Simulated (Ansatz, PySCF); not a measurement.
Molecule: C₃H₃, charge 0, multiplicity 2. It need not be the lowest isomer of its formula. 
Coordinates optimised at B3LYP-D3(BJ)/def2-TZVP (Ansatz, a first-principles code):
SMILES: [CH]1[CH][CH]1
```xyz
6

C      0.0286     0.7740    -0.0493
C     -0.7338    -0.4315     0.2393
C      0.6852    -0.3567    -0.0746
H      0.0445     1.8447    -0.1540
H     -1.5455    -0.8902    -0.3235
H      1.6206    -0.8695    -0.2148
```
Charge 0, spin multiplicity 2.

Wanted: atomisation energy (electronic, to ground-state atoms), in kcal/mol. Valence correlation only, unless marked. Open shells are spin-unrestricted. No spin-orbit coupling. Non-relativistic. The coupled-cluster limit lacks core correlation, which all-electron functionals hold. Basis-set limits of correlation are two-point, X^-3; Hartree-Fock from the larger set. The bracket is a focal-point correction in the basis named.

```csv
level,program,atomisation energy (kcal/mol),minus last row
HF/def2-TZVPD,PySCF,414.6,-157.6
r2SCAN0/def2-TZVPD,Ansatz,571.8,-0.4
MP2/6-31G*,Ansatz,536.9,-35.3
SCS-MP2/aug-cc-pVTZ,Ansatz,566.3,-5.9
CCSD/STO-3G,Ansatz,567.0,-5.2
CCSD(T)/cc-pVTZ,Ansatz,556.3,-15.9
"RI-MP2/CBS(aug-cc-pVTZ,aug-cc-pVQZ)+[CCSD(T)-MP2]/aug-cc-pVTZ",Ansatz,572.2,0.0
```
